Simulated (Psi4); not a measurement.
Psi4 input (wB97X-D/6-31G*):

```
memory 1500 MB

molecule {
0 2
C    -1.67917000   -1.26128600   -0.12052100
B    -0.58351000   -0.18098000   -0.11083400
C    -0.89939200    1.27904900   -0.60047000
C     0.85232700   -0.58777400    0.40450900
C     1.95037800    0.47687500    0.40352800
H    -1.50828900   -2.28305900    0.20901900
H    -2.69479900   -1.07352500   -0.45740100
H    -0.23216900    1.55874500   -1.42445200
H    -0.68096600    2.00493000    0.19174400
H    -1.92764800    1.43631400   -0.92955900
H     1.17799600   -1.46049000   -0.18014700
H     0.73118300   -0.99733900    1.41825700
H     2.13209400    0.86018700   -0.60303700
H     1.67727300    1.33132300    1.02672800
H     2.89801500    0.08663000    0.78074000
symmetry c1
no_reorient
no_com
}

set {
  basis 6-31G*
  reference uks
  scf_type pk
  dft_radial_points 99
  dft_spherical_points 590
  e_convergence 1e-8
  d_convergence 1e-7
  maxiter 150
}

e = energy('wb97x-d')
print_out(f'\nFINAL {e:.10f} DIPOLE {variable("CURRENT DIPOLE")[0]:.6f} {variable("CURRENT DIPOLE")[1]:.6f} {variable("CURRENT DIPOLE")[2]:.6f}\n')
```

Output:

```
   => Loading Basis Set <=

    Name: 6-31G*
    Role: ORBITAL
    Keyword: BASIS
    atoms 1, 3-5 entry C          line   111 file 6-31gs.gbs
    atoms 2      entry B          line    94 file 6-31gs.gbs
    atoms 6-15   entry H          line    44 file 6-31gs.gbs

   => WB97X-D: Empirical Dispersion <=

    Chai and Head-Gordon Dispersion Correction
    Chai, J.-D.; Head-Gordon, M. (2010), J. Chem. Phys., 132: 6615-6620

        s6 =       1.000000

         ---------------------------------------------------------
                                   SCF
               by Justin Turney, Rob Parrish, Andy Simmonett
                          and Daniel G. A. Smith
                              UKS Reference
         ---------------------------------------------------------

  ==> Geometry <==

    Molecular point group: c1
    Full point group: C1

    Geometry (in Angstrom), charge = 0, multiplicity = 2:

       Center              X                  Y                   Z               Mass
    ------------   -----------------  -----------------  -----------------  -----------------
         C           -1.679170000000    -1.261286000000    -0.120521000000    12.000000000000
         B           -0.583510000000    -0.180980000000    -0.110834000000    11.009305360000
         C           -0.899392000000     1.279049000000    -0.600470000000    12.000000000000
         C            0.852327000000    -0.587774000000     0.404509000000    12.000000000000
         C            1.950378000000     0.476875000000     0.403528000000    12.000000000000
         H           -1.508289000000    -2.283059000000     0.209019000000     1.007825032230
         H           -2.694799000000    -1.073525000000    -0.457401000000     1.007825032230
         H           -0.232169000000     1.558745000000    -1.424452000000     1.007825032230
         H           -0.680966000000     2.004930000000     0.191744000000     1.007825032230
         H           -1.927648000000     1.436314000000    -0.929559000000     1.007825032230
         H            1.177996000000    -1.460490000000    -0.180147000000     1.007825032230
         H            0.731183000000    -0.997339000000     1.418257000000     1.007825032230
         H            2.132094000000     0.860187000000    -0.603037000000     1.007825032230
         H            1.677273000000     1.331323000000     1.026728000000     1.007825032230
         H            2.898015000000     0.086630000000     0.780740000000     1.007825032230

  Running in c1 symmetry.

  Rotational constants: A =      0.23757  B =      0.11278  C =      0.07978 [cm^-1]
  Rotational constants: A =   7122.18223  B =   3381.12154  C =   2391.88105 [MHz]
  Nuclear repulsion =  158.798154021769591

  Charge       = 0
  Multiplicity = 2
  Electrons    = 39
  Nalpha       = 20
  Nbeta        = 19

[...]
      69A      1.689990    70A      1.731619    71A      1.747631
      72A      1.850526    73A      1.854633    74A      1.983020
      75A      2.031906    76A      2.079761    77A      2.151444
      78A      2.159045    79A      2.162670    80A      2.237642
      81A      2.381509    82A      2.381797    83A      2.423692
      84A      2.439046    85A      2.444290    86A      2.465747
      87A      2.509745    88A      2.633544    89A      2.720858
      90A      2.834254    91A      3.694343    92A      4.266728
      93A      4.344893    94A      4.440496    95A      4.562911

    Beta Occupied:

       1A    -10.289520     2A    -10.274563     3A    -10.262690
       4A    -10.255283     5A     -6.833513     6A     -0.844263
       7A     -0.782303     8A     -0.739127     9A     -0.695113
      10A     -0.531421    11A     -0.514943    12A     -0.507625
      13A     -0.491670    14A     -0.462436    15A     -0.452238
      16A     -0.436351    17A     -0.415696    18A     -0.383071
      19A     -0.361658

    Beta Virtual:

      20A     -0.029547    21A      0.143203    22A      0.176542
      23A      0.219330    24A      0.227798    25A      0.230038
      26A      0.242826    27A      0.257084    28A      0.262235
      29A      0.275033    30A      0.286827    31A      0.327730
      32A      0.333976    33A      0.376432    34A      0.421387
      35A      0.455190    36A      0.566215    37A      0.583053
      38A      0.593764    39A      0.596122    40A      0.655800
      41A      0.673935    42A      0.683368    43A      0.708893
      44A      0.751083    45A      0.762719    46A      0.808180
      47A      0.825728    48A      0.861482    49A      0.877279
      50A      0.956906    51A      0.968073    52A      0.984024
      53A      0.993787    54A      1.004419    55A      1.016466
      56A      1.024923    57A      1.049070    58A      1.065308
      59A      1.071389    60A      1.125019    61A      1.138336
      62A      1.181497    63A      1.313244    64A      1.340295
      65A      1.368295    66A      1.550771    67A      1.637131
      68A      1.639765    69A      1.696856    70A      1.761419
      71A      1.789545    72A      1.855230    73A      1.862240
      74A      1.998454    75A      2.036912    76A      2.080950
      77A      2.154960    78A      2.184043    79A      2.196231
      80A      2.262859    81A      2.382136    82A      2.385168
      83A      2.432246    84A      2.443152    85A      2.448506
      86A      2.467321    87A      2.522189    88A      2.639974
      89A      2.724876    90A      2.836682    91A      3.702462
      92A      4.277373    93A      4.379044    94A      4.440777
      95A      4.563413

    Final Occupation by Irrep:
              A
    DOCC [    19 ]
    SOCC [     1 ]
    NA   [    20 ]
    NB   [    19 ]

  @UKS Final Energy:  -183.19707598377707

   => Energetics <=

    Nuclear Repulsion Energy =            158.7981540217695908
    One-Electron Energy =                -559.0708240142023442
    Two-Electron Energy =                 236.9913190109589891
    DFT Exchange-Correlation Energy =     -19.9085446930285030
    Empirical Dispersion Energy =          -0.0071803092748542
    VV10 Nonlocal Energy =                  0.0000000000000000
    Total Energy =                       -183.1970759837770686

  UHF NO Occupations:
  HONO-2 :   18  A 1.9997348
  HONO-1 :   19  A 1.9990946
  HONO-0 :   20  A 1.0000000
  LUNO+0 :   21  A 0.0009054
  LUNO+1 :   22  A 0.0002652
  LUNO+2 :   23  A 0.0001399
  LUNO+3 :   24  A 0.0000381

Computation Completed

Properties will be evaluated at   0.000000,   0.000000,   0.000000 [a0]

Properties computed using the SCF density matrix

 Multipole Moments:

 ------------------------------------------------------------------------------------
     Multipole            Electronic (a.u.)      Nuclear  (a.u.)        Total (a.u.)
 ------------------------------------------------------------------------------------

 L = 1.  Multiply by 2.5417464519 to convert [e a0] to [Debye]
 Dipole X            :         -0.1313510           -0.0000038           -0.1313548
 Dipole Y            :         -0.1702549           -0.0000000           -0.1702549
 Dipole Z            :          0.0114670           -0.0000038            0.0114632
 Magnitude           :                                                    0.2153421

 ------------------------------------------------------------------------------------

FINAL -183.1970759838 DIPOLE -0.131355 -0.170255 0.011463

*** Psi4 exiting successfully. Buy a developer a beer!
```

The geometry given is a B3LYP-D3(BJ)/def2-TZVP minimum.
